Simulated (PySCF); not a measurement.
C₂H₅NO₂Si, SMILES [SiH2]1OCOC=N1.

Geometry: B3LYP-D3(BJ)/def2-SVP. The structure was generated by enumeration, and PubChem lists no compound with its InChIKey, so it may never have been made. Other conformers were not sampled.

All values below come from PySCF with PBE/def2-TZVP.

Computed frontier levels, gap, dipole moment and polarisability:
The highest occupied level comes out as -6.18 eV and the lowest empty level is -1.46 eV. The orbital gap is 4.72 eV, the dipole moment is 1.25 D and the quadrupole, principal values (traceless, Buckingham form, about the centre of nuclear charge) comes out as -4.30, 1.60, 2.69 D·Å. The mean static polarisability is 60.1 bohr³ (8.90 Å³). The polarisability, principal values is 48.1, 59.4, 72.6 bohr³.
